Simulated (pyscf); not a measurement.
# Insertion: `[OH][Si][OH]` [singlet] + `[OH][SiH3]` → `[OH][Si]([OH])([OH])[SiH3]`

Gas phase, singlet surface, charge 0. Bonds broken: O6–Si7. Bonds formed: Si2–O6, Si2–Si7. PySCF, gas phase, ωB97X-D3(BJ)/def2-SVP geometries.

Transition state (Å):

```xyz
11

O     -3.3913     1.1440     0.5069
Si    -1.7195     1.0970     0.4364
O     -1.4525    -0.3889    -0.2626
H     -3.7735     1.8798     0.9966
H     -2.2522    -0.8557    -0.5350
O     -1.2069     2.3179    -0.8534
Si     0.0560     2.8020     0.4709
H     -1.1214     2.3884    -1.8197
H     -0.4521     3.7623     1.4901
H      1.1695     1.9611     1.0056
H      0.7608     3.6615    -0.5512
```

One imaginary mode, 231i cm⁻¹; descent along it reached the two sides named, in the forms told below.

```json
[
 {"bond": "O6–Si7", "change": "breaks", "reactant side (Å)": "1.694", "saddle": "1.893", "product side": "3.2"},
 {"bond": "Si2–O6", "change": "forms", "reactant side (Å)": "2.333", "saddle": "1.848", "product side": "1.657"},
 {"bond": "Si2–Si7", "change": "forms", "reactant side (Å)": "3.5", "saddle": "2.462", "product side": "2.322"}
]
```

Electronic energies relative to the separated reactants (kcal/mol):

```csv
level,barrier,reaction energy,reverse barrier
ωB97X-D3(BJ)/def2-TZVP,3.2,-42.9,46.1
PBE/def2-TZVP,3.8,-35.8,39.6
r²SCAN/def2-TZVP,2.6,-40.8,43.3
B3LYP-D3(BJ)/def2-TZVP,8.0,-35.7,43.7
PBE0-D3(BJ)/def2-TZVP,2.4,-41.1,43.5
M06-2X/def2-TZVP,7.2,-36.2,43.4
ωB97M-D3(BJ)/def2-TZVP,8.8,-33.6,42.4
HF/def2-TZVP,20.8,-34.1,54.9
```

With ωB97M-D3(BJ)/def2-TZVP energies and thermal terms (ideal gas, 1 atm, RRHO with modes under 100 cm⁻¹ raised to 100, one conformer, R ln 2 for chiral ones without a mode under 150 cm⁻¹), in kcal/mol:

| T (K) | ΔH‡ | ΔG‡ | ΔH | ΔG |
|---|---|---|---|---|
| 298 | 9.0 | 21.0 | -32.8 | -22.0 |
| 600 | 9.6 | 32.9 | -31.4 | -11.7 |
| 900 | 10.2 | 44.4 | -30.2 | -2.1 |
| 1200 | 10.9 | 55.8 | -28.9 | +7.1 |

On the reactant side the descent ends in a complex, 5.3 kcal/mol under the separated species and 8.6 kcal/mol under the saddle at ωB97X-D3(BJ)/def2-TZVP. HO–Si(OH)(OH)–SiH₃ lies 27.7 kcal/mol over its isomer HO–SiH(OH)–O–SiH₃ (electronic energy, ωB97M-D3(BJ)/def2-TZVP). This is the saddle that the search found; another between the same sides may lie lower.
